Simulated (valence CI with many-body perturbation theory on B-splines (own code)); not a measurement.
**Pm12+: one-electron terms**

Method: relativistic CI+MBPT: three valence electrons over a frozen Dirac-Fock core [Kr] 4d10, a basis of 8 s, 8 p, 9 d, 9 f, 6 g, 3 h, 2 i functions for each j, with the one-electron correlation potential Σ1, the two-electron term Σ2, the three-electron term Σ3, Breit, model QED; selected CI, second order for the rest (own B-spline code, finite nucleus).

No measured levels were compared; by estimate terms of the open shell hold to a few per cent of their energy, and close levels can change places; configurations with another count of f electrons can be misplaced by thousands of cm⁻¹. Core correlation moves these levels by up to 52000 cm⁻¹, and in measured spectra 5 to 20 % of such shifts remained as error; rates that hang on mixing are uncertain with them.

These are the spectroscopic orbitals of the CI (the correlating ones are not listed), shaped by the core and the other valence electrons. h is the expectation value of the core's Dirac-Fock operator, without the valence repulsion; Σ1 is computed up to l = 3 at one energy for each symmetry, that of its lowest orbital but kept below the first core excitation, so for empty shells it is not the orbital's own correlation shift; Breit and QED include the response of the core.

| Orbital | h (hartree) | Σ1 (cm⁻¹) | Breit (cm⁻¹) | QED (cm⁻¹) | ⟨r⟩ (bohr) |
| --- | --- | --- | --- | --- | --- |
| 5s1/2 | -9.8435 | -17748 | 900 | 839 | 1.220 |
| 6s1/2 | -5.7735 | -5522 | 427 | 389 | 2.064 |
| 7s1/2 | -3.8042 | -2397 | 211 | 193 | 3.180 |
| 5p1/2 | -8.9541 | -16627 | 1434 | -21.7 | 1.280 |
| 6p1/2 | -5.3465 | -5175 | 647 | -10.1 | 2.189 |
| 7p1/2 | -3.5723 | -2383 | 339 | -5.3 | 3.339 |
| 5p3/2 | -8.6968 | -15491 | 820 | 57.4 | 1.321 |
| 6p3/2 | -5.2296 | -4966 | 375 | 25.7 | 2.241 |
| 7p3/2 | -3.5086 | -2314 | 213 | 13.6 | 3.402 |
| 5d3/2 | -7.2667 | -12902 | 397 | -52.0 | 1.466 |
| 6d3/2 | -4.5335 | -4573 | 188 | -24.0 | 2.489 |
| 7d3/2 | -3.1189 | -2302 | 107 | -13.4 | 3.729 |
| 5d5/2 | -7.2182 | -12552 | 188 | -26.8 | 1.477 |
| 6d5/2 | -4.5101 | -4479 | 90.1 | -12.4 | 2.503 |
| 7d5/2 | -3.1056 | -2260 | 52.2 | -6.9 | 3.746 |
| 4f5/2 | -9.7942 | -25075 | -471 | -132 | 0.7582 |
| 5f5/2 | -5.5889 | -8269 | -81.2 | -38.3 | 1.731 |
| 4f7/2 | -9.7694 | -24673 | -814 | -109 | 0.7622 |
| 5f7/2 | -5.5799 | -8234 | -186 | -30.4 | 1.734 |
| 5g7/2 | -4.5289 |  | -18.0 | -1.4 | 1.985 |
| 5g9/2 | -4.5291 |  | -24.1 | -0.6 | 1.985 |

Among the shells of the start configuration 4f1 5s2, Σ1 is largest in size for 4f5/2, where it is 1.2 % of h.

Lowest root of each symmetry, sizes in configuration state functions:

| J | Parity | Roots | Reference | Variational | Second order | Change by selected CI (cm⁻¹) | Change by second order (cm⁻¹) |
| --- | --- | --- | --- | --- | --- | --- | --- |
| 1/2 | even | 5 | 42 | 7284 | 34028 | -4971 | -2 |
| 3/2 | even | 7 | 70 | 12041 | 56617 | -3833 | -3 |
| 5/2 | even | 10 | 83 | 16126 | 72041 | -3848 | -3 |
| 7/2 | even | 10 | 77 | 17022 | 80265 | -3418 | -3 |
| 9/2 | even | 8 | 62 | 15387 | 81277 | -3467 | -3 |
| 11/2 | even | 4 | 40 | 10655 | 68439 | -3451 | -4 |
| 13/2 | even | 2 | 22 | 6592 | 54280 | -3451 | -4 |
| 1/2 | odd | 4 | 33 | 6504 | 21072 | -3984 | -5 |
| 3/2 | odd | 7 | 61 | 9548 | 46841 | -3916 | -9 |
| 5/2 | odd | 6 | 71 | 11233 | 56766 | -4776 | -10 |
| 7/2 | odd | 5 | 68 | 11361 | 64061 | -4815 | -11 |
| 9/2 | odd | 6 | 53 | 9881 | 27598 | -2433 | -2 |
| 11/2 | odd | 5 | 37 | 8804 | 24712 | -2407 | -2 |
| 13/2 | odd | 3 | 22 | 6992 | 18843 | -2401 | -2 |
| 15/2 | odd | 3 | 14 | 4914 | 7252 | -2415 | -2 |
| 17/2 | odd | 1 | 6 | 2971 | 9610 | -3766 | -3 |
